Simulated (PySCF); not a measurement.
# From computed data to an observable: oscillator strength and radiative lifetime

Be(NMe2)(SiH3) (C2H9BeNSi), SMILES C[N](C)[Be][SiH3].

Coordinates come from a B3LYP-D3(BJ)/def2-SVP optimisation. Other conformers were not sampled.

TDDFT-PBE0/def2-SVPD (PySCF 2.14.0) puts the first singlet state with f over 0.02 at 5.39 eV (vertical), with the transition dipole (0.903, -0.509, -0.705) in atomic units.

Task: Find the oscillator strength, the wavelength and the radiative lifetime that this transition would have in vacuum if emission retraced absorption.

Result: 
|μ|² = 1.5715 au, so |μ| = 3.19 D. ΔE = 5.39/27.211 = 0.1981 hartree. f = (2/3) ΔE |μ|² = 0.208 (the program prints 0.208).
λ = 1239.84/5.39 = 230 nm; ν = 43473 cm⁻¹.
Einstein's coefficient A = 0.6670 ν² f s⁻¹ (ν in cm⁻¹) = 2.6e8 s⁻¹, so τ = 1/A = 3.8 ns. This state is S2; the lower singlet has f = 0.000. The figure is the radiative limit of this one transition; relaxation, internal conversion, crossing to triplets and a medium change what is measured.
